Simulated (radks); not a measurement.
The numbers below are computed, except where a source is named.
The rhodium ion Rh3+, configuration [Kr] 4d5 7d1 (not the ground configuration). Code: a radial shooting solver on a logarithmic mesh with Libxc functionals. Model: scalar-relativistic Kohn-Sham, r2SCAN, spin-polarised, spherical densities, finite nucleus; open shells are filled with parallel spins first (spin-orbit coupling, left out, can overturn this in heavy ions); meta-GGA in the generalised Kohn-Sham scheme; Fermi nuclear charge, rms radius 4.4945 fm.

Normalised radial functions P(r) = r R(r), r in bohr:

| r | 7d up |
|---|---|
| 0.001554 | 0.0000 |
| 0.002139 | 0.0000 |
| 0.00297 | 0.0000 |
| 0.004123 | 0.0000 |
| 0.005678 | 0.0000 |
| 0.007882 | 0.0001 |
| 0.01094 | 0.0002 |
| 0.01507 | 0.0004 |
| 0.02092 | 0.0011 |
| 0.02904 | 0.0025 |
| 0.03999 | 0.0055 |
| 0.05551 | 0.0118 |
| 0.07706 | 0.0233 |
| 0.1061 | 0.0411 |
| 0.1473 | 0.0642 |
| 0.2045 | 0.0823 |
| 0.2816 | 0.0772 |
| 0.3909 | 0.0310 |
| 0.5427 | -0.0518 |
| 0.7474 | -0.1267 |
| 1.037 | -0.1290 |
| 1.44 | -0.0163 |
| 1.983 | 0.1486 |
| 2.753 | 0.2084 |
| 3.822 | -0.0062 |
| 5.263 | -0.2677 |
| 7.307 | -0.0630 |
| 10.14 | 0.3698 |
| 13.97 | 0.2774 |
| 19.39 | 0.0381 |
| 26.92 | 0.0009 |

7d up: eigenvalue -6.666 eV, 4 radial nodes at r = 0.447, 1.49, 3.80, 7.63 bohr, <r> = 10.4 bohr, 90 % of the charge inside 14.3 bohr.
